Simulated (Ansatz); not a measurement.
Geometry optimisation, RKS r2SCAN-D4/def2-SVP (Ansatz).

input.yaml

```yaml
crystal:
  periodic: [false, false, false]
  atoms:
    - { symbol: "N", position_ang: [-1.2027, 0.0819, -0.586] }
    - { symbol: Sn, position_ang: [0.5161, 0.0281, 0.4498] }
    - { symbol: Br, position_ang: [0.7464, -2.2665, 1.4328] }
    - { symbol: H, position_ang: [-1.2054, 1.0773, -1.0561] }
    - { symbol: H, position_ang: [-1.1803, -0.5842, -1.384] }
    - { symbol: H, position_ang: [0.5049, 1.2418, 1.7287] }
    - { symbol: H, position_ang: [-1.62725, -0.1733, 0.32846] }
basis:
  gaussian: { orbitals: def2-SVP }
hamiltonian:
  xc: r2scan
  dispersion: d4
relax:
  f_tol: 0.02
  max_steps: 50
```

Command:

```bash
$ ansatz run input.yaml --threads 2 --pin off --max-ram 3072MiB --backend cpu --events-out ev --progress --plain --runs-dir out
```

Question: Where does it end, and by what steps?

Answer: The forces met the threshold. The force dipped under the threshold on the way, but the program's further checks kept it going. After 20 steps the energy has fallen by 2.897 eV; Sn2 moved furthest, 0.66 Å. The start is strongly strained (largest force component 8 eV/Å).

```
step  energy less start (eV)  largest force component (eV/Å)  accepted
   0                  0.0000                           8.382       yes
   1                 -1.6308                           4.315       yes
   2                 -2.4572                           1.732       yes
   3                 -2.8184                           0.567       yes
   4                 -2.8703                           0.351       yes
   5                 -2.8857                           0.147       yes
   6                 -2.8893                           0.086       yes
   7                 -2.8905                           0.063       yes
   8                 -2.8913                           0.031       yes
   9                 -2.8932                           0.014       yes
  10                 -2.8569                           1.059        no
  11                 -2.8940                           0.048       yes
  12                 -2.8905                           0.352        no
  13                 -2.8952                           0.014       yes
  14                 -2.8958                           0.069       yes
  15                 -2.8948                           0.147        no
  16                 -2.8962                           0.047       yes
  17                 -2.8964                           0.055       yes
  18                 -2.8966                           0.042       yes
  19                 -2.8966                           0.027       yes
  20                 -2.8967                           0.019       yes
```

```xyz
7
Properties=species:S:1:pos:R:3
N -1.072 0.073 -0.572
Sn 1.158 0.083 0.333
Br 0.299 -2.045 1.600
H -1.547 0.978 -0.588
H -1.168 -0.357 -1.492
H 0.431 1.204 1.526
H -1.550 -0.530 0.106
```

Whether the end is a true minimum wasn't checked by a vibrational analysis.

The run took 53 s on 2 threads of Arm Neoverse V2 (shared host), peak memory 0.15 GiB.
